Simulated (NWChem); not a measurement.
System: SiH₂SO, singlet; SMILES O[Si]S

```xyz
5

Si    -0.6916    -0.6987     0.0000
O      0.6931    -1.6236     0.0000
H      1.5801    -1.2291     0.0000
S      0.2070     1.3123     0.0000
H     -0.9550     1.9997     0.0000
```
Atoms are numbered in this order, from 1.

Level: B3LYP/6-31G* (spherical d) (NWChem), optimised geometry, unscaled harmonic frequencies. Low-valent species are run as closed-shell singlets; no triplet was tried in these runs.

Task: List the harmonic frequencies with IR intensities, and the thermochemistry.

Result: 
```
frequency (cm⁻¹)  IR intensity (km/mol)
----------------  ---------------------
229                                20.2
301                                61.9
452                                67.6
486                               128.1
701                                 9.8
805                               304.4
901                                16.1
2684                                5.2
3742                               47.5
```

The zero-point energy is 14.7 kcal/mol and the thermal correction to the enthalpy at 298.15 K (with zero-point energy) comes out as 18.1 kcal/mol. The heat capacity Cv is 14.0 cal/(mol K) and the entropy at 298.15 K and 1 atm (symmetry number 1) comes out as 68.9 cal/(mol K). The dipole moment is 0.37 D.

Rigid rotor and harmonic oscillator.
